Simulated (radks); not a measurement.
Values are calculated unless marked as measured or tabulated.
How relativity changes the ionisation of the hafnium ion Hf2+ ([Xe] 4f14 5d2) to Hf3+ ([Xe] 4f14 5d1). Spin-unpolarised spherical Kohn-Sham, BLYP, point nucleus unless stated (finite: rms radius 5.347 fm), a radial shooting solver on a logarithmic mesh with Libxc functionals. A level marked "c x" has the speed of light scaled by that factor and shares open shells by 2j + 1; other Dirac levels either fill j = l - 1/2 first or share by 2j + 1.

level	E(Hf2+) (hartree)	E(Hf3+) (hartree)	IE (eV)	HOMO	<r> HOMO (bohr)
non-rel.	-14325.0338	-14324.2080	22.472	5d	2.084
scalar-rel.	-15078.3211	-15077.5196	21.812	5d	2.132
scalar-rel., finite nucleus	-15076.2640	-15075.4624	21.812	5d	2.131
Dirac, 2j+1 shares	-15097.7986	-15096.9974	21.802	5d5/2	2.159
Dirac, low j first	-15097.8236	-15097.0125	22.070	5d3/2	2.104
Dirac, 2j+1 shares, finite nucleus	-15095.7239	-15094.9227	21.802	5d5/2	2.159
Dirac, c x 1.25	-14792.6330	-14791.8235	22.028	5d5/2	2.132
Dirac, c x 1.5	-14640.6810	-14639.8666	22.158	5d5/2	2.117
Dirac, c x 10	-14331.7323	-14330.9067	22.465	5d5/2	2.085

NIST Atomic Spectra Database: 22.55 eV (theoretical). The relativistic part of the total energy of Hf2+ is -770.7 hartree (Dirac, 2j+1 shares, finite nucleus), 5.4 % of the non-relativistic value. Spin polarisation and multiplet splitting of open shells are left out at every level.

Beside tabulated values, note that relativity, absent from the non-relativistic runs, is large for the heavy elements, and spin-unpolarised runs miss the spin-polarisation part of the exchange energy of open shells.
